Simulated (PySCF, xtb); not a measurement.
C3H5FOSi, SMILES F[Si@H]1C=CCO1. Other conformers were not sampled.

Harmonic wavenumbers (cm⁻¹) from GFN2-xTB in xtb at its own minimum, in rising order: 111, 174, 254, 363, 476, 574, 673, 693, 711, 773, 823, 870, 901, 960, 981, 1061, 1130, 1164, 1268, 1292, 1453, 1635, 2416, 2891, 2922, 3083, 3127.

Question: What does PBE-D3(BJ)/def2-SVP in PySCF give at its own minimum? (Estimate from the structure and the level; the computed values follow.)

Answer: 131, 212, 303, 388, 499, 648, 671, 688, 754, 833, 846, 901, 910, 943, 983, 1026, 1124, 1180, 1268, 1312, 1407, 1585, 2226, 2929, 2963, 3086, 3151. Paired by order, the mean absolute difference is 33 cm⁻¹ and the zero-point energies are 46.9 and 47.1 kcal/mol.
